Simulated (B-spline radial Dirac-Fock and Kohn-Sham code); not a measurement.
# K-line shifts caused by a second vacancy in Xe³⁵⁺

System: the Xe³⁵⁺ ion, 1s2 2s2 2p6 3s2 3p6 3d1.

Level of theory: Dirac-Fock ΔSCF + Breit + QED; a radial B-spline solver. Each two-hole energy is an average over J within one jj subconfiguration, not an observable level; in light atoms, where LS coupling holds, the j-resolved values are not observed lines, and for a K spectator the Kα1 hypersatellite is nearly forbidden. Correlation energy is missing from these numbers.

Lines without a spectator: Kα2 (K-L2) 29500.0 eV, Kα1 (K-L3) 29826.4 eV, Kβ3 (K-M2) 33905.8 eV, Kβ1 (K-M3) 33982.4 eV. Shifts in eV with one spectator hole (a dash: not computed, or left out as unreliable):

```
spectator hole     Kα2     Kα1     Kβ3     Kβ1
        K (1s)  +638.4  +662.9  +827.7  +834.0
    L2 (2p1/2)   +76.8   +97.2       –  +208.3
    L3 (2p3/2)   +72.7   +74.1  +181.9       –
    M2 (3p1/2)       –  +17.09   +40.9   +46.9
    M3 (3p3/2)  +12.76       –   +40.7   +40.4
```

With n spectator holes in 2p, averaged over the 2p shell (energies in eV):

| n | KαLⁿ | step | hypersatellite KαʰLⁿ |
| --- | --- | --- | --- |
| 0 | 29717.6 | – | 30372.3 |
| 1 | 29797.7 | +80.1 | 30454.0 |
| 2 | 29879.3 | +81.6 | 30537.4 |
| 3 | 29962.5 | +83.2 | 30622.2 |
| 4 | 30047.3 | +84.8 | 30708.6 |
| 5 | 30133.6 | +86.3 | 30796.6 |
